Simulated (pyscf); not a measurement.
**`[Cl][Al][Cl]`, doublet**

Gas-phase minimum from PySCF at ωB97X-D3(BJ)/def2-SVP, one conformer. 

SMILES: [Cl][Al][Cl]
```xyz
3

Cl     1.0640     0.2774     1.2673
Al    -0.9805    -0.1421     0.9885
Cl    -1.5216    -1.4752    -0.5489
```
Charge 0, spin multiplicity 2.

Bond lengths (Å): Cl1–Al2 2.106, Al2–Cl3 2.106. Angles (°): Cl1–Al2–Cl3 118.2.

Properties at ωB97X-D3(BJ)/def2-SVP:

```yaml
harmonic_wavenumbers_unscaled: 151, 478, 598 cm⁻¹
zero_point_energy: 1.8 kcal/mol
rotational_symmetry_number: 2
Entropy of this conformer at 298 K and 1 atm, rigid rotor and harmonic oscillator, modes under 100 cm⁻¹ raised to 100: 289.1 J/(mol K)
dipole_moment: 1.67 D
Spin expectation value S2: 0.752
```

Single-point totals, which compare only within one level (frozen core for MP2 and CC):

| level | total energy (hartree) |
|---|---|
| ωB97X-D3(BJ)/def2-TZVP | -1162.99513 |
| PBE/def2-TZVP | -1162.45441 |
| r²SCAN/def2-TZVP | -1162.88259 |
| B3LYP-D3(BJ)/def2-TZVP | -1163.02169 |
| PBE0-D3(BJ)/def2-TZVP | -1162.55327 |
| M06-2X/def2-TZVP | -1162.92163 |
| ωB97M-D3(BJ)/def2-TZVP | -1163.10467 |
| UHF/def2-TZVPP | -1161.07237 |
| MP2/def2-TZVPP | -1161.49605 |
| CCSD/def2-TZVPP | -1161.53069 |
| CCSD(T)/def2-TZVPP | -1161.55050 |

The CCSD(T) − MP2 part came from Ansatz, without density fitting, on the same reference.
